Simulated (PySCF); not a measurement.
Si(OSiH3)(H)(F)(Me) (CH7FOSi2), SMILES C[SiH](F)O[SiH3].

Geometry: PBE0-D3(BJ)/def2-SVP. Other conformers were not sampled.

The numbers are results of TDA-PBE0/def2-SVPD run with PySCF, not measurements.

Vertical excitations. Isolated molecule, no solvent.

List the lowest excited states. (An estimate is asked for; the answer gives what the named calculation found.)


```json
[
 {"state": "S1", "energy (eV)": "7.40", "λ (nm)": "168", "f": "0.002", "main pairs": "HOMO→LUMO 92 %"},
 {"state": "S2", "energy (eV)": "7.71", "λ (nm)": "161", "f": "0.003", "main pairs": "HOMO−1→LUMO 95 %"},
 {"state": "S3", "energy (eV)": "8.17", "λ (nm)": "152", "f": "0.011", "main pairs": "HOMO→LUMO+1 88 %"},
 {"state": "S4", "energy (eV)": "8.38", "λ (nm)": "148", "f": "0.028", "main pairs": "HOMO→LUMO+2 58 %, HOMO−2→LUMO 20 %, HOMO→LUMO+3 12 %"},
 {"state": "S5", "energy (eV)": "8.44", "λ (nm)": "147", "f": "0.005", "main pairs": "HOMO−2→LUMO 66 %, HOMO→LUMO+2 20 %"},
 {"state": "S6", "energy (eV)": "8.63", "λ (nm)": "144", "f": "0.070", "main pairs": "HOMO−1→LUMO+1 85 %"},
 {"state": "S7", "energy (eV)": "8.72", "λ (nm)": "142", "f": "0.117", "main pairs": "HOMO→LUMO+3 58 %, HOMO−2→LUMO+1 10 %, HOMO→LUMO+2 10 %, HOMO→LUMO+4 9 %"},
 {"state": "S8", "energy (eV)": "8.79", "λ (nm)": "141", "f": "0.024", "main pairs": "HOMO→LUMO+4 56 %, HOMO→LUMO+5 12 %, HOMO−1→LUMO+5 9 %"},
 {"state": "S9", "energy (eV)": "9.06", "λ (nm)": "137", "f": "0.064", "main pairs": "HOMO→LUMO+5 52 %, HOMO→LUMO+4 21 %, HOMO−1→LUMO+2 11 %"},
 {"state": "S10", "energy (eV)": "9.16", "λ (nm)": "135", "f": "0.043", "main pairs": "HOMO−1→LUMO+2 61 %, HOMO→LUMO+5 20 %"},
 {"state": "T1", "energy (eV)": "7.03", "λ (nm)": "176", "f": "0", "main pairs": "HOMO→LUMO 82 %"},
 {"state": "T2", "energy (eV)": "7.25", "λ (nm)": "171", "f": "0", "main pairs": "HOMO−1→LUMO 89 %"},
 {"state": "T3", "energy (eV)": "7.86", "λ (nm)": "158", "f": "0", "main pairs": "HOMO→LUMO+1 63 %, HOMO→LUMO+2 13 %"},
 {"state": "T4", "energy (eV)": "7.99", "λ (nm)": "155", "f": "0", "main pairs": "HOMO→LUMO+2 37 %, HOMO→LUMO+1 18 %, HOMO−2→LUMO 16 %, HOMO→LUMO+3 9 %"}
]
```
Triplets are in the Tamm–Dancoff approximation.
